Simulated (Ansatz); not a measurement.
Ansatz (a program for electronic structure) input (B3LYP-D3(BJ)/def2-TZVP):

Ansatz 0.2 input:
```yaml
crystal:
  periodic: [false, false, false]
  atoms:
    - {symbol: Al, position_ang: [0.01629675, 0.01135991, -0.00462681]}
    - {symbol: O, position_ang: [1.40070248, -0.30414005, -0.81945789]}
    - {symbol: F, position_ang: [-1.36310542, 0.32219536, 0.80993174]}
basis:
  gaussian:
    orbitals: def2-TZVP
hamiltonian:
  xc: b3lyp
  dispersion: d3bj
total_charge: 1
magnetization: {spin_polarized: true, initial_magnetization: 1}
relax: {f_tol: 0.002, max_steps: 150}
```

End of the output:

```
reference -11354.72873392 eV, -417.2785844601 hartree; 15, 14 occupied and 84, 85 virtual orbitals, 566 factors
relax step   5: F+E_penalty+E_count = -11354.78396768 eV  Δ(F+E_penalty+E_count) = -2.554e-5 eV  max|allowed force component| = 1.700e-3 eV/Å  Δτ_max = 0.0009 Å  (134 SCF iters, accepted)
integrals: 0.02 GiB planned
566 factors; their error is unknown
mean field: 0.30 GiB planned
mean field evaluation 288: about -11354.7068 eV, gradient 6.1e-2 eV
mean field evaluation 320: about -11354.7285 eV, gradient 5.6e-2 eV
mean field -11354.72854745 eV, -417.2785776073 hartree, gradient 9.1e-11 eV, S^2 0.753702; 4 other end points of the search recorded, 0 dependent functions left out
the calculation of the forces begins
reference -11354.72873392 eV, -417.2785844601 hartree; 15, 14 occupied and 84, 85 virtual orbitals, 566 factors
Total energy: -11354.78415415 eV, -417.2806211158 hartree
Atom 0 at    -0.013267     0.017505     0.013212 Å, force     0.000411    -0.001700     0.000842 eV/Å
Atom 1 at     1.428578    -0.310201    -0.836080 Å, force    -0.000274     0.000839    -0.000362 eV/Å
Atom 2 at    -1.361417     0.322112     0.808715 Å, force    -0.000137     0.000861    -0.000480 eV/Å
Dipole moment:     0.102157    -0.021862    -0.061262 e Å
```
